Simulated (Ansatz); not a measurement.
`[F][Al]([Cl])[Br]` + `C[SeH]` → `C[Se][Al]([F])[Cl]` + HBr at 298.15 K and 1 bar (ligand exchange at the Al–Br bond).

Gas-phase electronic energies from Ansatz, PBE0-D4/def2-TZVP geometries. CCSD(T)/CBS adds triple-zeta CCSD(T) − MP2 to the extrapolated MP2 energy (def2 sets, frozen cores). For Br, Se outer-core shells are correlated without core-valence functions, which leaves a few kJ/mol of doubt a bond. Scalar relativity is left out up to krypton. Each species was taken in one conformer, which may not be the lowest.

```tsv
species	CCSD(T)/CBS energy (Eh)	H − E (kJ/mol)	S (J/(mol·K))
`[F][Al]([Cl])[Br]`	-3375.12363	30.3	328.4
`C[SeH]`	-2441.15625	129.5	267.5
`C[Se][Al]([F])[Cl]`	-3242.34628	135.2	387.9
HBr	-2573.91920	24.6	198.6
```

H − E and S are ideal-gas, rigid-rotor, harmonic terms from PBE0-D4/def2-TZVP, for one conformer and one mirror image of each species. 1 Eh = 2625.50 kJ/mol, R = 8.31446 J/(mol·K).

Q: By hand: ΔE, ΔH, ΔS and ΔG.

A: ΔE = (-3242.34628) + (-2573.91920) − (-3375.12363) − (-2441.15625) = 0.01440 Eh = 37.8 kJ/mol. Δ(H − E) = 135.2 + 24.6 − 30.3 − 129.5 = 0.0, so ΔH = 37.8 kJ/mol. ΔS = 387.9 + 198.6 − 328.4 − 267.5 = -9.4 J/(mol·K). ΔG = 37.8 − 298.15 × (-9.4)/1000 = 40.6 kJ/mol.

Q: By hand: the equilibrium constant, and the temperature at which ΔG would vanish if ΔH and ΔS stayed fixed.

A: log₁₀ K = −ΔG/(RT ln 10) = -7.1. ΔH and −TΔS have one sign here, so there is no such temperature.

The number of gas molecules stays the same, so ΔS is small and ΔH decides. A doubt of 5 kJ/mol in ΔE shifts log₁₀ K by 0.9 here. Other conformers and mirror images would add mixing entropy, several J/(mol·K) or more a flexible species. Modes under 60 cm⁻¹, often nearly free rotors, make the harmonic entropy too high. These are equilibria of isolated gas molecules and say nothing of rates. Largest T1 diagnostic: 0.010 (customary marks: 0.02 for closed shells, 0.045 for open ones).

ΔS is within the doubt of such terms, so its sign, and with it that verdict, could turn.
